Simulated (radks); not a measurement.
The numbers below are computed, except where a source is named.
All-electron atom: Cl3+ in [Ne] 3s2 3p2. Code: a radial shooting solver on a logarithmic mesh with Libxc functionals. Model: scalar-relativistic Kohn-Sham, PBE, spin-unpolarised, spherical densities, finite nucleus; Fermi nuclear charge, rms radius 3.3654 fm.

Normalised radial functions P(r) = r R(r), r in bohr:

```
   r/bohr * 2s, o 2p, + 3p (the largest magnitude, 1.57, reaches the edge; | marks zero, & curves that meet)
 0.004207                             &  *
 0.005348                             &  *
 0.006744                             &   *
 0.008573                             &    *
   0.0109                             &     *
  0.01374                             &      *
  0.01747                             +o       *
  0.02204                             +o        *
  0.02801                             |+o        *
  0.03533                             |+ o        *
  0.04491                             |+  o        *
  0.05664                             | +  o      *
    0.072                             |  +    o  *
  0.09153                             |   +  *   o
   0.1154                             | *  +        o
   0.1467                        *    |     +           o
   0.1851                *            |      +              o
   0.2352        *                    |       +                o
   0.2967   *                         |      +                  o
   0.3771  *                          |    +                   o
   0.4756     *                       | +                   o
   0.6046           *              +  |               o
   0.7686                  *  +       |         o
   0.9694                +      *     |    o
    1.232              +            * | o
    1.554               +            *|o
    1.976                  +          &
    2.491                      +      &
    3.167                          +  &
    3.994                            +&
    5.078                             &
```

2s: eigenvalue -297.61 eV, 1 radial node at r = 0.124 bohr, <r> = 0.443 bohr, 90 % of the charge inside 0.693 bohr. 2p: eigenvalue -236.72 eV, 0 radial nodes, <r> = 0.406 bohr, 90 % of the charge inside 0.673 bohr. 3p: eigenvalue -45.114 eV, 1 radial node at r = 0.523 bohr, <r> = 1.52 bohr, 90 % of the charge inside 2.29 bohr.
